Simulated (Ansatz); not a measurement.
# Isomers

Structures of B₂SiH₅F, singlet, relaxed at PBE0-D4/def2-TZVP (vibrations not checked; lower isomers may exist, and structures with a doubtful reference or unclear bonds are left out). Program: Ansatz 0.2.0. Basis: def2-TZVPP. Cores are frozen in the correlated methods. B3LYP uses VWN-RPA correlation.

**Question.** Rank them by CCSD(T) energy, lowest first, and give each one's height above the lowest. Links in brackets join atoms within 1.22 times the sum of their covalent radii (1.1 for two metals). (Judge from chemistry; the value comes from the calculation.)
A.
a complex of B₂SiH₄ ([BH]1[BH][SiH2]1) + HF
```
9
angstrom
F -1.6999 2.9906 1.8182
B 0.2987 1.1969 0.2995
B -0.7274 0.2489 0.7913
Si 0.7186 -0.6959 -0.2446
H 1.1490 1.8956 -0.1222
H -1.5059 -0.5589 1.1521
H 1.9807 -0.5575 -1.0058
H -1.2352 2.2821 1.4199
H 0.2970 -2.1142 -0.1963
```
B.
B₂SiH₅F ([BH2][B]([F])[SiH3])
```
9
angstrom
B -0.2508 1.1357 -1.2709
B 0.8169 0.4578 -0.2207
F 2.1117 0.6577 -0.0216
Si -0.1277 -0.9560 0.9634
H -0.5255 0.5959 -2.3058
H -0.9595 2.0417 -0.9327
H 0.5063 -2.2869 0.7503
H -1.5764 -1.0705 0.6407
H 0.0049 -0.5755 2.3973
```
C.
B₂SiH₅F ([F][B][BH2][SiH3])
```
9
angstrom
B 0.0927 0.9757 -0.2984
B 1.6113 0.6399 -0.4114
F 2.8078 0.2400 -0.4148
Si -0.3945 -0.6363 0.8662
H -0.1064 1.9704 0.3512
H -0.4747 0.8470 -1.3535
H -0.1008 -1.9467 0.2158
H -1.8569 -0.5835 1.1361
H 0.3096 -0.6498 2.1814
```
D.
B₂SiH₅F ([BH2][Si]1([F])[H][BH2]1)
```
9
angstrom
B -0.2863 1.1141 -1.4627
B -0.1842 -0.9797 1.2494
F 1.9762 1.0134 0.4825
Si 0.4823 0.4837 0.2687
H -1.0747 0.4173 -2.0244
H -0.0637 2.2063 -1.8870
H 0.5812 -1.2032 0.1291
H -1.2741 -1.3230 0.8963
H 0.3743 -1.4281 2.2011
```

**Answer.** The calculation gives: C (0.0 kJ/mol), B (29.2 kJ/mol), D (50.3 kJ/mol), A (239.1 kJ/mol). Heights count from the lowest.

**Question.** Do PBE-D4, r2SCAN-D4, PBE0-D4, B3LYP-D4, wB97M-V, HF, MP2 give the same order? (Judge from chemistry; the calculation decides.)

**Answer.** The calculation gives: Lowest first: HF B < C < D < A. The others agree with CCSD(T).

No T1 diagnostic of these runs exceeds 0.016.

For scale, one of the runs: CCSD(T)/def2-TZVPP, 205 basis functions, launched by `ansatz run in.yaml --threads 2 --pin off --events-out ev --progress --plain --max-ram 4352MiB`. The run took 70 s on 2 CPU threads of an Arm Neoverse V1 (shared host), with 2.6 GiB of host memory at its peak.
